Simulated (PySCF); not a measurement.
Simulated outer-valence photoelectron spectrum of `FBNB` (B2FH4N). Level of theory: EOM-IP-CCSD/aug-cc-pVDZ in PySCF, restricted Hartree–Fock reference, frozen core, non-relativistic, gas phase, PBE0-D3(BJ)/def2-SVP geometry.

Each root has a Gaussian of 0.5 eV full width with its one-hole share as area; cross sections and vibrations are left out, and the highest printed point is 100.

```tsv
ionisation energy (eV)	intensity
11.2	0
11.4	2
11.6	16
11.8	47
12.0	69
12.2	71
12.4	58
12.6	27
12.8	16
13.0	39
13.2	55
13.4	32
13.6	8
13.8	4
14.0	19
14.2	48
14.4	50
14.6	22
14.8	4
15.0	0
15.2	0
15.4	0
15.6	0
15.8	6
16.0	35
16.2	91
16.4	100
16.6	47
16.8	10
17.0	8
17.2	31
17.4	54
17.6	38
17.8	11
18.0	3
18.2	12
18.4	40
18.6	53
18.8	29
19.0	6
19.2	1
```

Problem. Where are the maxima, and how many lines lie under the curve?

Solution. 6 maxima, at 12.1, 13.2, 14.3, 16.3, 17.4 and 18.6 eV, from 8 lines. At this width some lines have no maximum of their own.

Problem. List the lines with their holes.

Solution. 
| E (eV) | leading hole (HF orbital) | area | Koopmans (eV) |
| --- | --- | --- | --- |
| 11.94 | HOMO | 0.95 | 12.82 |
| 12.33 | HOMO-1 | 0.96 | 12.99 |
| 13.18 | HOMO-2 | 0.95 | 14.21 |
| 14.31 | HOMO-3 | 0.95 | 15.37 |
| 16.28 | HOMO-5 | 0.94 | 18.37 |
| 16.36 | HOMO-4 | 0.94 | 18.30 |
| 17.42 | HOMO-6 | 0.94 | 19.22 |
| 18.56 | HOMO-7 | 0.92 | 20.22 |

The widest gap, 1.97 eV, lies between 14.31 and 16.28 eV. Only orbitals with −ε under 21 eV, eight at most, were ionised, so the high end of the curve may lack lines.

The values belong to the conformer `[BH2:1][NH:2][BH:3][F:4]`: B1–N2–B3–F4 180°.
